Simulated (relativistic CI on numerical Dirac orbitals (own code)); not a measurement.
**Rb16+: sensitivity of the levels to the model**

Base calculation: Dirac-Coulomb-Breit CI, separate exchange-only KLI orbitals for each configuration, model QED (radiative potential, 1s self-energy scaled to tabulated hydrogen-like ionisation energies), unscaled Slater integrals.

Configuration list (outside the closed core [Ne]): 3s2.3p6.3d3, 3s2.3p5.3d4, 3s.3p6.3d4, 3s2.3p6.3d2.4s, 3s2.3p6.3d2.4p, 3s2.3p6.3d2.4d, 3s2.3p6.3d2.4f, 3s2.3p5.3d3.4s, 3s2.3p6.3d.4s.4p, 3s2.3p5.3d3.4p, 3s2.3p6.3d2.5s, 3s2.3p6.3d2.5p, 3s2.3p6.3d2.5d, 3s2.3p6.3d.4p.4d, 3s.3p6.3d3.4s, 3s2.3p6.3d2.5f, 3s2.3p6.3d2.5g, 3s.3p6.3d3.4p, 3s2.3p6.3d2.6s, 3s2.3p6.3d2.6p, 3p6.3d4.4p, 3s2.3p6.3d2.6d, 3p6.3d5, 3p5.3d6, 3s2.3p6.3d.4s2, 3s2.3p6.4s2.4p, 3s2.3p6.4s2.4d, 3s2.3p6.4s2.4f, 3s2.3p6.3d.4p2, 3s2.3p6.4s.4p2, 3s2.3p6.4p3, 3s2.3p6.4p2.4d, 3s2.3p6.4p2.4f, 3s2.3p6.3d.4s.4d, 3s2.3p6.4s.4p.4d, 3s2.3p6.4s.4d2, 3s2.3p6.4s.4d.4f, 3s2.3p6.3d.4d2, 3s2.3p6.4p.4d2, 3s2.3p6.4d3, 3s2.3p6.4d2.4f, 3p6.3d4.4s, 3p5.3d5.4s, 3s.3p6.3d2.4s2, 3s.3p6.3d.4s2.4p, 3s.3p6.3d.4s2.4d, 3s.3p6.3d.4s2.4f. Double excitations out of closed p, d and f shells are left out; levels of such configurations are missing from the list, as are those of other unlisted configurations, and high levels can miss mixing partners. These lack a partner that the ground configuration has and come out too high: 3s2.3p5.3d3.4p.

Variants: (1) one mean potential for all configurations; (2) only the first configuration. Shifts of the energy above 3s2.3p6.3d3 4F_3/2, in cm⁻¹, for the lowest level and the first level of each name with at least 55 % of one term (blank where a level changes its place among those of its configuration and J or its character, or is not in the variant):

| Level | Base | Δ(1) | Δ(2) |
| --- | --- | --- | --- |
| 3s2.3p6.3d3 4F_3/2 | 0 | 0 | 0 |
| 3s2.3p6.3d3 4F_5/2 | 6939 | +7 | -41 |
| 3s2.3p6.3d3 4F_7/2 | 14679 | +14 | -39 |
| 3s2.3p6.3d3 4F_9/2 | 22424 | +19 | +14 |
| 3s2.3p6.3d3 4P_3/2 | 48668 | -13 | +2397 |
| 3s2.3p6.3d3 4P_1/2 | 50224 | -7 | +2604 |
| 3s2.3p6.3d3 2G_7/2 | 57557 | -5 | +688 |
| 3s2.3p6.3d3 4P_5/2 | 60835 | +5 | +2812 |
| 3s2.3p6.3d3 2G_9/2 | 61012 | -4 | -40 |
| 3s2.3p6.3d3 2P_1/2 | 76288 | -16 | +1334 |
| 3s2.3p6.3d3 2H_11/2 | 82245 | 0 | -1176 |
| 3s2.3p6.3d3 2H_9/2 | 83186 | +6 | -482 |
| 3s2.3p6.3d3 2D_5/2 | 86315 | -1 | +3457 |
| 3s2.3p6.3d3 2P_3/2 | 94359 | 0 | +1913 |
| 3s2.3p6.3d3 2F_7/2 | 120782 | -18 | +2448 |
| 3s2.3p6.3d3 2F_5/2 | 123079 | -19 | +2512 |
| 3s2.3p5.3d4 6D°_7/2 | 785728 | -194 |  |
| 3s2.3p5.3d4 6D°_5/2 | 787319 | -192 |  |
| 3s2.3p5.3d4 6D°_9/2 | 787480 | -197 |  |
| 3s2.3p5.3d4 6D°_3/2 | 791549 | -192 |  |
| 3s2.3p5.3d4 6D°_1/2 | 797277 | -196 |  |
| 3s2.3p5.3d4 6F°_11/2 | 832285 | -171 |  |

At this charge energies of transitions that change n are usually good to better than 1 %, and those within a shell (Δn = 0) to a few per cent. Terms inside the open d or f shell come out 10 to 20 % too wide with unscaled integrals.

Ionisation energy from the two ground configurations alone: base 601.057 eV. The NIST ASD value (theoretical) is 601 eV.

LS names give the leading component of a level, which can be under half, so a name can repeat, a term be missing and a line seem to break the LS rules.
